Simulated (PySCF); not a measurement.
**Working out the excitation energy of Be**

Be [He] 2s2 (1S) → Be [He] 2s1 2p1 (3P). Computed with PySCF 2.14 in aug-pcseg-2 (5s3p2d, 24 functions), with no relativity, point nucleus. Frozen: 1s2. Energies in hartree (1 hartree = 27.21139 eV):

```json
{"part": "UHF", "Be (lower)": "-14.570211", "Be (upper)": "-14.507325"}
{"part": "MP2 opposite-spin", "Be (lower)": "-0.024300", "Be (upper)": "0.000000"}
{"part": "MP2 same-spin", "Be (lower)": "0.000000", "Be (upper)": "-0.002196"}
```

Problem. What does Hartree-Fock give?

Solution. (-14.507325) − (-14.570211) = 0.062886 hartree = 1.711 eV.

Problem. What do MP2 and SCS-MP2 (6/5 opposite-spin, 1/3 same-spin) give?

Solution. The opposite-spin parts differ by 0.661 eV and the same-spin parts by -0.060 eV. MP2: 1.711 + (0.661) + (-0.060) = 2.312 eV. SCS-MP2: 1.711 + 1.2 × (0.661) + (-0.060)/3 = 2.484 eV.

Measured between the centres of the two terms (NIST): 2.725 eV, so MP2 (valence) is off by -0.413 eV.

What remains against the reference includes basis incompleteness, the frozen core and correlation beyond second order.
